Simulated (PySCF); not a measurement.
Frontier levels across methods

Compound: pentafluoroethane, C2HF5.
Structure used (PBE0-D3(BJ)/def2-SVP), in Å, numbered top down from 1:
```xyz
8
C2HF5 angstrom
F     -0.091   -1.732    0.183
C      0.350   -0.595   -0.370
F      1.669   -0.486   -0.171
C     -0.351    0.587    0.303
F     -0.093    0.625    1.601
F      0.061    1.724   -0.249
F     -1.664    0.481    0.128
H      0.135   -0.597   -1.452
```

Basis pcSseg-2 throughout (PySCF), one geometry. Geometry: PBE0-D3(BJ)/def2-SVP; no solvent, vibrations or thermal averaging.

Question: How do the orbital energies, the gap and the dipole change with the method?

Answer: 
| method | kind | HOMO (eV) | LUMO (eV) | gap (eV) | μ (D) | SCF cycles |
| --- | --- | --- | --- | --- | --- | --- |
| PBE | GGA | -8.70 | 0.00 | 8.70 | 1.40 | 14 |
| KT3 | GGA | -8.92 | -0.18 | 8.74 | 1.41 | 14 |
| B3LYP | global hybrid | -10.36 | 0.39 | 10.75 | 1.53 | 13 |
| CAM-B3LYP | range-separated hybrid | -12.16 | 1.37 | 13.53 | 1.59 | 12 |
| BHandHLYP | global hybrid | -12.44 | 1.20 | 13.65 | 1.65 | 11 |
| wB97X-D | range-separated hybrid | -12.49 | 2.52 | 15.01 | 1.54 | 12 |
| HF | Hartree–Fock | -15.21 | 2.80 | 18.01 | 1.76 | 10 |

The HOMO spans 6.51 eV, from PBE down to HF, and the gap runs from 8.70 eV (PBE) to 18.01 eV (HF). Over the methods PBE (0 %), KT3 (0 %), B3LYP (20 %), BHandHLYP (50 %), HF (100 %), a straight line through the gap against the share of exact exchange rises by 0.93 eV for each 10 % (correlation coefficient 0.999). The dipole ranges from 1.40 D (PBE) to 1.76 D (HF). This basis has no diffuse functions.

The vertical ΔSCF ionisation energy at B3LYP/def2-SVPD is 13.23 eV; −ε(HOMO) comes closest to it with wB97X-D (12.49 eV).
